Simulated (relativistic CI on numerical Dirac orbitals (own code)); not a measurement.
# Cu4+ in a cubic cluster: L2,3 absorption with charge transfer

Computed with a charge-transfer multiplet model of a cubic metal-ligand cluster with up to 2 ligand holes, Slater and spin-orbit integrals from Dirac-Coulomb-Breit ions, Slater integrals scaled by 0.7. The ground state mixes d7 with configurations of k ligand holes L, whose averages lie at kΔ + k(k − 1)U_dd/2; a core hole lowers each added d electron by U_cd. 300 K, Lorentzian 0.4 eV and Gaussian 0.3 eV FWHM.

Atomic integrals in eV (Slater integrals scaled, ζ unscaled), ground: F2dd 10.358, F4dd 6.495, zeta_d 0.120; with the core hole: F2dd 10.861, F4dd 6.812, zeta_d 0.150, zeta_core 13.370, F2cd 6.618, G1cd 5.133, G3cd 2.922.

Cluster parameters (eV): Δ = 1.1, U_dd = 7.6, U_cd = 9.7, 10Dq = 1.8, 10Dq(ligand) = 1.4, final-state hopping factor = 0.9.

```
                             Case   n_d    d7   d8L  d9L2     S
V(eg) = 2.7 eV, V(t2g) = -1.27 eV  7.65  0.41  0.53  0.06  0.52
V(eg) = 3.3 eV, V(t2g) = -1.55 eV  7.69  0.39  0.53  0.08  0.51
V(eg) = 3.6 eV, V(t2g) = -1.69 eV  7.71  0.38  0.53  0.09  0.51
V(eg) = 3.9 eV, V(t2g) = -1.83 eV  7.73  0.37  0.53  0.10  0.51
V(eg) = 4.2 eV, V(t2g) = -1.97 eV  7.74  0.36  0.54  0.10  0.51
```

Weights, n_d and S are thermal averages at 300 K. Photon energies count from the first peak over 30 % of the highest in each spectrum, which can be another peak from case to case. The parameters are a model scan and need not match a compound or its usual spin state. Peaks in eV (height, largest 100):
- V(eg) = 2.7 eV, V(t2g) = -1.27 eV: 0.0 (33), 0.9 (100), 1.5 (71), 3.1 (9), 3.8 (7), 20.4 (18), 21.4 (60)
- V(eg) = 3.3 eV, V(t2g) = -1.55 eV: 0.0 (33), 0.8 (100), 1.5 (74), 3.3 (6), 20.3 (19), 21.3 (62)
- V(eg) = 3.6 eV, V(t2g) = -1.69 eV: 0.0 (33), 0.8 (100), 1.5 (76), 3.4 (5), 20.4 (20), 21.3 (62)
- V(eg) = 3.9 eV, V(t2g) = -1.83 eV: 0.0 (33), 0.8 (100), 1.5 (77), 20.4 (20), 21.3 (63)
- V(eg) = 4.2 eV, V(t2g) = -1.97 eV: 0.0 (33), 0.9 (100), 1.5 (78), 20.4 (21), 21.3 (64)

For the case V(eg) = 3.6 eV, V(t2g) = -1.69 eV, Δ = 1.1 eV is smaller than U_dd = 7.6 eV, the charge-transfer side of the Zaanen-Sawatzky-Allen scheme. With the core hole the configuration with one ligand hole lies at Δ + U_dd − U_cd = -1.0 eV from the one without, against Δ in the ground state.
